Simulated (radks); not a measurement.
Values are calculated unless marked as measured or tabulated.
Spherical quantum dot in the effective-mass picture: electrons in a well V = -V0 / (1 + exp((r - R)/a)) with V0 = 10.2, R = 5.98, a = 0.55, all in effective atomic units (hartree* = m*/eps^2 hartree, bohr* = eps/m* bohr), one dielectric constant everywhere. Level of theory: non-relativistic Kohn-Sham, LDA (Slater exchange, Perdew-Wang correlation), spin-polarised, spherical densities (a radial shooting solver with Libxc functionals). Levels are named by radial order and angular momentum (1s, 1p, 1d, 2s, ...), and open shells are averaged over m. Results are scaled to m* = 0.199 and eps = 12.3, for which hartree* = 35.79 meV and bohr* = 3.271 nm.

N = 7, configuration 1s2 1p(up 3, down 2). This is the lowest configuration that the search found. Occupied and some empty levels:

level,occupation,eigenvalue (meV),<r> (nm)
1s up,1,-293.68,9.945
1s down,1,-293.10,9.942
1p up,3,-288.79,10.87
1p down,2,-288.20,10.89
1d up,0,-281.44,11.59
1d down,0,-280.87,11.61
2s up,0,-272.56,8.515
2s down,0,-272.16,8.509
1f up,0,-272.12,12.19
1f down,0,-271.58,12.20

Energy (meV): total -2255.93, kinetic 68.220, external -2509.6, Hartree 244.14, exchange-correlation -58.674.
